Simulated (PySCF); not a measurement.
From computed data to an observable: entropy of an ideal gas

B(CCH)(F)2 (C₂HBF₂), SMILES C#CB(F)F.

Coordinates come from a PBE0-D3(BJ)/def2-SVP optimisation.

PySCF 2.14.0 with PBE0-D3(BJ)/def2-SVP gives the harmonic wavenumbers 172, 233, 451, 509, 679, 732, 748, 786, 1334, 1456, 2215, 3476 cm⁻¹ and the rotational temperatures 0.5031, 0.1745, 0.1296 K. The molar mass is 73.84 g/mol, the symmetry number 2, the spin multiplicity 1.

Q: Work out the entropy at 298.15 K and 1 atm in the rigid-rotor, harmonic-oscillator model.

A: 
Translation (Sackur–Tetrode at 1 atm): S = R[1.5 ln M + 2.5 ln T − 1.16487] = 162.4 J/(mol K).
Rotation: q = (√π/σ) T^1.5/√(θA θB θC) = 42800, S = R[ln q + 3/2] = 101.1 J/(mol K).
Vibration: with u = 1.4388 ν/T, each mode gives R[u/(e^u − 1) − ln(1 − e^−u)]:
```json
[
 {"ν (cm⁻¹)": "172", "modes": "1", "u": "0.83", "S (J/(mol K))": "10.10"},
 {"ν (cm⁻¹)": "233", "modes": "1", "u": "1.12", "S (J/(mol K))": "7.76"},
 {"ν (cm⁻¹)": "451", "modes": "1", "u": "2.18", "S (J/(mol K))": "3.32"},
 {"ν (cm⁻¹)": "509", "modes": "1", "u": "2.46", "S (J/(mol K))": "2.66"},
 {"ν (cm⁻¹)": "679", "modes": "1", "u": "3.28", "S (J/(mol K))": "1.39"},
 {"ν (cm⁻¹)": "732", "modes": "1", "u": "3.53", "S (J/(mol K))": "1.13"},
 {"ν (cm⁻¹)": "748", "modes": "1", "u": "3.61", "S (J/(mol K))": "1.06"},
 {"ν (cm⁻¹)": "786", "modes": "1", "u": "3.79", "S (J/(mol K))": "0.92"},
 {"ν (cm⁻¹)": "1334", "modes": "1", "u": "6.44", "S (J/(mol K))": "0.10"},
 {"ν (cm⁻¹)": "1456", "modes": "1", "u": "7.03", "S (J/(mol K))": "0.06"}
]
```
The stiffer modes add less than 0.005 each. Sum 28.5 J/(mol K).
Spin: R ln 1 = 0.0 J/(mol K).
Total 292.0 J/(mol K); the program's own thermochemistry gives 292.0. Translation makes up 56 % and vibration 10 %. Anharmonicity, hindered rotation and orbital degeneracy are left out.
